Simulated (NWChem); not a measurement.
Molecule: BHI2; SMILES IBI

All runs: NWChem. Geometry: optimised at PBE0/def2-SVP. def2 effective core potentials on I; no spin-orbit coupling. B3LYP is NWChem's, with the RPA form of VWN correlation. Vertical excitations in the gas phase; the lowest state need not have the same character in each row.

| level | lowest excitation, singlet (eV) | lowest state with f > 0.02, singlet (eV) | oscillator strength of that bright state | orbital gap (eV) |
|---|---|---|---|---|
| PBE/def2-SVPD, TDA | 3.39 | 4.45 | 0.171 | 3.31 |
| B3LYP/def2-SVPD, TDA | 3.76 | 4.71 | 0.184 | 4.85 |
| Hartree-Fock/def2-SVPD, CIS | 5.27 | 5.97 | 0.205 | 11.04 |
| PBE0/def2-SVPD, TDA | 3.84 | 4.79 | 0.196 | 5.23 |
